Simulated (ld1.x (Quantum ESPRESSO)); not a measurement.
## Building the RRKJ potential for Cl (Z = 17) (PBEsol, scalar-relativistic).

Cl, norm-conserving RRKJ (Kleinman–Bylander form), made with ld1.x (Quantum ESPRESSO) 7.5 (PBEsol, scalar-relativistic). Core [Ne], reference 3s2 3p5. Waves: 3p (bound): rc 1.60 bohr; 3s (bound): rc 1.20 bohr. Local part: the s channel. Core correction: Bessel-smoothed model core inside 0.90 bohr.

All-electron outer shells of the reference configuration (PBEsol, scalar-relativistic, ld1.x):

```
shell  level (eV)  outermost node (bohr)  outermost maximum (bohr)
   2s     -252.19                   0.12                      0.36
   2p     -191.42                      –                      0.30
   3s      -20.62                   0.56                      1.27
   3p       -8.56                   0.53                      1.43
```

Calculated quality:

```json
{
  "Cutoffs needed": "50 Ry and 80 Ry (the cutoffs (Ry, on a coarse ladder) from which the occupation-weighted sum of valence levels, in a spherical-Bessel basis at the reference potential, stays within 10 and 1 mRy of its value at 400 Ry)",
  "Ghost test": "no extra level below or beside the all-electron valence levels (p, s, d, f tested) (spherical-Bessel basis up to 400 Ry, 20 bohr box)",
  "Largest excitation error": "+264 meV (all-electron minus pseudo) for 3s2 3p1, out of 7 test configurations"
}
```

Generation and tests took about 1.2 s on one core of a shared server CPU.
